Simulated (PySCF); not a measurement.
**Low-lying terms of Cd (cadmium, neutral)**

Ground state [Kr] 4d10 5s2, ¹S. Computed with PySCF 2.14 in aug-cc-pVDZ-PP with two added diffuse shells each of s, p, d, f type with ECP28MDF (7s7p6d4f, 86 functions), with a scalar-relativistic core potential. Vertical excitation energies in eV without spin-orbit coupling; excited terms of each kind are numbered among those the solver found. Frozen: 4s2 4p6.

```json
{"term": "1 3P°", "leading excitation": "5s → p", "EOM-EE-CCSD": "3.777", "measured centre of gravity (NIST)": "3.874 (5s5p)"}
{"term": "1 1P°", "leading excitation": "5s → p", "EOM-EE-CCSD": "5.451", "measured centre of gravity (NIST)": "5.417 (5s5p)"}
{"term": "1 3S", "leading excitation": "5s → s", "EOM-EE-CCSD": "6.334", "measured centre of gravity (NIST)": "6.383 (5s6s)"}
{"term": "1 1S", "leading excitation": "5s → s", "EOM-EE-CCSD": "6.551", "measured centre of gravity (NIST)": "6.610 (5s6s)"}
{"term": "2 3P°", "leading excitation": "5s → p", "EOM-EE-CCSD": "7.192", "measured centre of gravity (NIST)": "n/a"}
{"term": "1 1D", "leading excitation": "5s → d", "EOM-EE-CCSD": "7.277", "measured centre of gravity (NIST)": "7.342 (5s5d)"}
{"term": "1 3D", "leading excitation": "5s → d", "EOM-EE-CCSD": "7.296", "measured centre of gravity (NIST)": "7.378 (5s5d)"}
{"term": "2 1P°", "leading excitation": "5s → p", "EOM-EE-CCSD": "7.373", "measured centre of gravity (NIST)": "n/a"}
{"term": "2 3S", "leading excitation": "5s → s", "EOM-EE-CCSD": "7.696", "measured centre of gravity (NIST)": "n/a"}
{"term": "2 1S", "leading excitation": "5s → s", "EOM-EE-CCSD": "7.759", "measured centre of gravity (NIST)": "n/a"}
{"term": "2 1D", "leading excitation": "5s → d", "EOM-EE-CCSD": "8.348", "measured centre of gravity (NIST)": "n/a"}
{"term": "2 3D", "leading excitation": "5s → d", "EOM-EE-CCSD": "8.421", "measured centre of gravity (NIST)": "n/a"}
```

Only the lower part of the computed list is shown. Doubly excited terms such as np² are absent. The solver can miss terms. Rydberg members are limited by the diffuse functions of the basis.
